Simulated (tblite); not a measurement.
C5H13FN2Si.
Atom-mapped SMILES: `[CH3:1][NH:2][C@@H:3]1[CH2:4][CH2:5][C@@H:6]1[NH:7][SiH2:8][F:9]` (hydrogens: H10, H11, H12 on C1; H13 on N2; H14 on C3; H15, H16 on C4; H17, H18 on C5; H19 on C6; H20 on N7; H21, H22 on Si8)

Computed with GFN2-xTB (tblite), gas phase: L-BFGS steps from a force-field or distance-geometry start until the largest atomic force falls under 0.01 eV/Å.

Step 2: E = -807.8671 eV
```
atom  x, y, z in Å  |  force x, y, z in eV/Å
C1     -2.1885    0.3948    1.4337    0.311  -0.114   0.419
N2     -1.5159   -0.6379    0.6813    0.185  -0.073   0.095
C3     -1.0300   -0.0667   -0.5249   -0.069   0.150   0.173
C4     -0.3301   -0.9245   -1.5672   -0.037   0.012  -0.073
C5      0.4917    0.3323   -1.8367    0.085  -0.132   0.370
C6      0.3326    0.6066   -0.3256    0.477  -0.532  -0.100
N7      1.1236   -0.3019    0.5235   -0.955   0.763  -0.171
Si8     2.7226    0.0074    0.9765    0.447  -0.685   0.260
F9      3.0920    1.5691    0.9150   -0.031   0.000  -0.119
H10    -3.1837    0.5356    1.0517   -0.764   0.279   0.107
H11    -2.1826    0.1343    2.4927   -0.233   0.015  -0.037
H12    -1.6362    1.3299    1.3072   -0.031  -0.171   0.128
H13    -2.0774   -1.4575    0.5135   -0.352  -0.122   0.067
H14    -1.7223    0.6428   -1.0477   -0.014  -0.435   0.480
H15    -0.9472   -1.2843   -2.3594   -0.232  -0.553  -0.544
H16     0.2878   -1.6786   -1.0721   -0.332  -0.028  -0.419
H17    -0.1886    1.0299   -2.3311    0.693   0.133  -0.387
H18     1.4734    0.2646   -2.2661    0.269   0.007  -0.194
H19     0.4107    1.6446   -0.0343    0.043   0.233   0.330
H20     0.5230   -0.9777    1.0276    0.418   0.808  -0.465
H21     2.9020   -0.4182    2.3551    0.058   0.108   0.113
H22     3.6328   -0.7252    0.0865    0.065   0.334  -0.036
```

Step 3: E = -808.0038 eV
```
atom  x, y, z in Å  |  force x, y, z in eV/Å
C1     -2.1945    0.3932    1.4379    0.163  -0.149   0.239
N2     -1.5176   -0.6411    0.6954    0.199  -0.187  -0.096
C3     -1.0322   -0.0792   -0.5174    0.110   0.381   0.048
C4     -0.3438   -0.9251   -1.5790    0.034   0.061  -0.029
C5      0.4994    0.3188   -1.8389    0.039   0.128   0.367
C6      0.3307    0.6100   -0.3283    0.519  -0.371  -0.094
N7      1.1263   -0.2696    0.5277   -0.663   0.576  -0.124
Si8     2.7350   -0.0038    0.9840   -0.066  -0.811   0.080
F9      3.0841    1.5439    0.9114    0.152   0.585  -0.123
H10    -3.1949    0.5447    1.0648   -0.648   0.218   0.055
H11    -2.1898    0.1354    2.4873   -0.235  -0.068   0.295
H12    -1.6390    1.3173    1.3140    0.079   0.075   0.085
H13    -2.0851   -1.4535    0.5148   -0.357  -0.179   0.117
H14    -1.7212    0.6268   -1.0287   -0.165  -0.256   0.343
H15    -0.9499   -1.3064   -2.3753   -0.218  -0.338  -0.415
H16     0.2696   -1.6720   -1.0922   -0.096  -0.340  -0.215
H17    -0.1527    1.0291   -2.3393    0.427   0.235  -0.438
H18     1.4824    0.2692   -2.2753    0.213  -0.153  -0.059
H19     0.4168    1.6512   -0.0168   -0.091   0.021   0.048
H20     0.5316   -0.9486    1.0109    0.243   0.477  -0.245
H21     2.9030   -0.4118    2.3545    0.088  -0.017   0.367
H22     3.6313   -0.7091    0.0877    0.272   0.113  -0.203
```

Step 4: E = -808.1049 eV
```
atom  x, y, z in Å  |  force x, y, z in eV/Å
C1     -2.2003    0.3892    1.4430   -0.044  -0.100   0.084
N2     -1.5167   -0.6481    0.7063    0.062  -0.171  -0.167
C3     -1.0308   -0.0843   -0.5108    0.203   0.266  -0.007
C4     -0.3566   -0.9244   -1.5910    0.064   0.000  -0.070
C5      0.5075    0.3098   -1.8365    0.126   0.282   0.023
C6      0.3361    0.6106   -0.3320    0.233   0.074  -0.113
N7      1.1243   -0.2314    0.5311   -0.150   0.213   0.086
Si8     2.7404   -0.0274    0.9906   -0.197  -0.119  -0.047
F9      3.0802    1.5329    0.9060    0.146   0.328  -0.080
H10    -3.2133    0.5561    1.0782   -0.277   0.095   0.072
H11    -2.2002    0.1346    2.4897   -0.219  -0.114   0.408
H12    -1.6395    1.3085    1.3215    0.086   0.139   0.072
H13    -2.0977   -1.4523    0.5182   -0.265  -0.139   0.122
H14    -1.7242    0.6093   -1.0065   -0.307   0.001   0.169
H15    -0.9553   -1.3306   -2.3953   -0.090  -0.025  -0.133
H16     0.2528   -1.6735   -1.1129    0.031  -0.485  -0.086
H17    -0.1138    1.0326   -2.3541    0.230   0.258  -0.379
H18     1.4936    0.2700   -2.2839    0.075  -0.287   0.118
H19     0.4202    1.6555   -0.0018   -0.183  -0.118  -0.219
H20     0.5415   -0.9167    0.9934   -0.024   0.083  -0.009
H21     2.9056   -0.4071    2.3617    0.085  -0.105   0.484
H22     3.6358   -0.6939    0.0843    0.416  -0.075  -0.327
```

Question: Estimate the geometry and energy of step 5. (The exact step hangs on the optimiser's Hessian estimate; all steps are aligned on step 4, rigid shifts and turns removed.)

Answer: E = -808.1510 eV, largest force 0.427 eV/Å
```
atom  x, y, z in Å  |  force x, y, z in eV/Å
C1     -2.2044    0.3857    1.4469   -0.092  -0.043   0.069
N2     -1.5157   -0.6542    0.7090   -0.088  -0.078  -0.092
C3     -1.0267   -0.0831   -0.5075    0.115   0.094  -0.078
C4     -0.3617   -0.9243   -1.5984    0.141  -0.003  -0.050
C5      0.5139    0.3102   -1.8360    0.075   0.201  -0.176
C6      0.3417    0.6132   -0.3360   -0.024   0.218  -0.127
N7      1.1216   -0.2096    0.5348    0.157   0.031   0.202
Si8     2.7406   -0.0384    0.9931   -0.047   0.153  -0.035
F9      3.0803    1.5307    0.9020    0.121   0.110  -0.051
H10    -3.2261    0.5632    1.0863   -0.009   0.007   0.096
H11    -2.2092    0.1323    2.4975   -0.192  -0.105   0.278
H12    -1.6385    1.3061    1.3266    0.015   0.047   0.092
H13    -2.1082   -1.4539    0.5219   -0.153  -0.057   0.089
H14    -1.7310    0.6011   -0.9929   -0.297   0.101   0.088
H15    -0.9592   -1.3426   -2.4069   -0.005   0.157   0.034
H16     0.2448   -1.6824   -1.1247    0.016  -0.405  -0.088
H17    -0.0905    1.0387   -2.3676    0.165   0.218  -0.300
H18     1.5002    0.2653   -2.2858    0.069  -0.323   0.174
H19     0.4188    1.6558    0.0017   -0.194  -0.047  -0.304
H20     0.5454   -0.8999    0.9848   -0.171  -0.119   0.101
H21     2.9083   -0.4065    2.3734    0.056  -0.090   0.325
H22     3.6452   -0.6878    0.0769    0.342  -0.067  -0.247
```

The energy changes by -0.0461 eV. The first-order estimate −F·Δx gives -0.0635 eV and the mean of the old and new forces, exact on a quadratic surface, -0.0461 eV. The step makes an angle of 50° with the force vector and moves no atom by more than 0.028 Å.

What follows is the cost of the whole relaxation. The run took 1.3 s of wall time on an Arm Neoverse V1 with one thread, shared host.
